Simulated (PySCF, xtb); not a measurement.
B(F)(Cl)(vinyl) (C2H3BClF), SMILES C=CB(F)Cl.

GFN2-xTB run with xtb at its own geometry gives an orbital gap of 3.69 eV and a dipole moment of 2.25 D.

The structure is a stationary point at ωB97X-D3(BJ)/def2-SVP. Other conformers were not sampled.

### Question
What does PySCF with M06-2X/def2-TZVP give? (The exact figures need the calculation; the answer reports its results.)

### Answer
gap 8.82 eV (levels -9.77 and -0.95 eV), dipole 2.09 D.
